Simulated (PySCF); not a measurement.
NICS in rings of unrelated molecules.

NICS is the negative of the GIAO shielding at a point without a nucleus: at the ring centre (0) and 1 Å above and below it (1); zz is the component along the ring normal. Level: GIAO PBE0/pcSseg-1 (PySCF, non-relativistic, gas phase) on the GFN2-xTB geometries, one conformer each. Atom numbers follow the mapped SMILES.

Question: Order these rings by mean NICS(1)zz, lowest (most negative) first (ppm).
A. ring C3–C4–C5–C6–S10 in `[CH3:1][S:2][c:3]1[cH:4][cH:5][c:6]([C:7](=[O:8])[Cl:9])[s:10]1`
B. ring Si3–O4–C5–C6–C7 in `[CH:1]#[C:2][Si@@H:3]1[O:4][CH2:5][CH2:6][C@@H:7]1[F:8]`
C. ring C2–C3–C5 in `[CH3:1][CH:2]1[C:3]([F:4])=[C:5]1[F:6]`
D. ring C4–P5–C6–P7–C8–P9 in `[CH3:1][N:2]([CH3:3])[c:4]1[p:5][cH:6][p:7][cH:8][p:9]1`
E. ring C2–C3–C4 in `[O:1]=[c:2]1[cH:3][c:4]1[S:5][C:6]([F:7])([F:8])[F:9]`
F. ring C3–Si4–C5–C7–C8 in `[N:1]#[C:2][C@@H:3]1[SiH2:4][C:5](=[O:6])[CH2:7][C:8]1=[O:9]`
G. ring C4–C5–C6–O7–C8 in `[N:1]#[C:2][SiH2:3][C:4]1=[CH:5][CH2:6][O:7][C:8]1=[O:9]`

Answer: D (-21.8), A (-20.5), E (-11.4), G (-7.9), C (-5.4), B (-3.8), F (0.1).

| SMILES | ring | NICS(0) | NICS(1) | NICS(1)zz | HOMA | rms pucker (Å) | ring atoms with four or more neighbours |
| --- | --- | --- | --- | --- | --- | --- | --- |
| CN(C)c1pcpcp1 | 6-membered ring with 3 P; formal bonds all aromatic | -6.7 | -9.3 | -21.8 | 0.71 | 0.00 | 0 |
| CSc1ccc(C(=O)Cl)s1 | 5-membered ring with S; formal bonds all aromatic | -10.7 | -9.9 | -20.5 | 0.86 | 0.00 | 0 |
| O=c1cc1SC(F)(F)F | 3-membered carbocycle; bonds drawn aromatic by RDKit's count | -19.1 | -8.9 | -11.4 | 0.34 | 0.00 | 0 |
| N#C[SiH2]C1=CCOC1=O | 5-membered ring with O; formal bonds 1 double, 4 single | -3.7 | -4.6 | -7.9 | – | 0.00 | 1 |
| CC1C(F)=C1F | 3-membered carbocycle; formal bonds 1 double, 2 single | -34.2 | -3.4 | -5.4 | – | 0.00 | 1 |
| C#C[Si@@H]1OCC[C@@H]1F | 5-membered ring with O and Si; formal bonds all single | -4.8 | -3.0 | -3.8 | – | 0.15 | 4 |
| N#C[C@@H]1[SiH2]C(=O)CC1=O | 5-membered ring with Si; formal bonds all single | 6.7 | -0.2 | 0.1 | – | 0.18 | 3 |

NICS(0) gives another order. The isotropic NICS(1) gives another order. HOMA uses Krygowski's 1993 parameters; it is left out where a ring has a four-coordinate atom, a triple bond, no multiple bond or a kind of bond without parameters. NICS(1) and NICS(1)zz are means over the two faces.
